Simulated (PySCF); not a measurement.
Atoms are numbered as in `[CH3:1][O:2][B:3]([O:4][CH3:5])[c:6]1[cH:7][cH:8][s:9][cH:10]1`; H(Xn) means a hydrogen on atom n.

Geometry: PBE0-D3(BJ)/def2-SVP; GIAO shifts from PySCF 2.14, gas phase, non-relativistic, averaged over equivalent atoms.

At wB97X-D/pcSseg-1 (222 basis functions, 57 s wall time on 1 thread of an Arm Neoverse V1, shared host):
| atoms | δ (ppm) |
| --- | --- |
| C10 | 144.4 |
| C7 | 142.0 |
| C6 | 139.2 |
| C8 | 133.7 |
| C1/C5 | 53.5 |
| O2/O4 | 92.6 |
| B3 | 24.2 |
| S9 | 240.5 |
| H(C7) | 7.68 |
| H(C10) | 7.61 |
| H(C8) | 7.15 |
| H(C1)/H(C5) | 3.83 |

δ = σ(ref) − σ, references computed at the same level: ¹³C (σ = 184.54 ppm), ¹H (σ = 31.38 ppm) vs TMS; ¹⁷O (σ = 333.19 ppm) vs H2O; BF3·OEt2 for ¹¹B (σ = 101.61 ppm); CS2 for ³³S (σ = 493.71 ppm).

**Question.** Estimate the result of repeating the calculation with PBE0/pcSseg-1.

**Answer.** 
```json
{"atoms": "C10", "δ at PBE0/pcSseg-1": "141.7", "change": "-2.7"}
{"atoms": "C7", "δ at PBE0/pcSseg-1": "140.9", "change": "-1.1"}
{"atoms": "C6", "δ at PBE0/pcSseg-1": "138.4", "change": "-0.8"}
{"atoms": "C8", "δ at PBE0/pcSseg-1": "131.5", "change": "-2.2"}
{"atoms": "C1/C5", "δ at PBE0/pcSseg-1": "53.3", "change": "-0.2"}
{"atoms": "O2/O4", "δ at PBE0/pcSseg-1": "100.9", "change": "+8.3"}
{"atoms": "B3", "δ at PBE0/pcSseg-1": "23.9", "change": "-0.3"}
{"atoms": "S9", "δ at PBE0/pcSseg-1": "240.4", "change": "-0.1"}
{"atoms": "H(C7)", "δ at PBE0/pcSseg-1": "7.71", "change": "+0.03"}
{"atoms": "H(C10)", "δ at PBE0/pcSseg-1": "7.60", "change": "-0.01"}
{"atoms": "H(C8)", "δ at PBE0/pcSseg-1": "7.12", "change": "-0.03"}
{"atoms": "H(C1)/H(C5)", "δ at PBE0/pcSseg-1": "3.86", "change": "+0.03"}
```

Referencing at the same level of theory: TMS for ¹³C (σref 184.41), ¹H (σref 31.27); ¹⁷O (σref 334.56) vs H2O; ¹¹B (σref 100.73) vs BF3·OEt2; CS2 for ³³S (σref 495.66).

The largest change is at O2/O4 (oxygen bonded to C, B). Cost: 222 basis functions, 43 s wall time on 1 thread of an Arm Neoverse V1, shared host. The order of the carbon signals is the same at both levels.

A carbon bonded to boron is broadened by the quadrupolar boron nucleus and is often missing from a measured spectrum. Experimental scales use liquid or dissolved standards, which lie at an offset from isolated H2O (liquid H2O: subtract about 36 ppm).
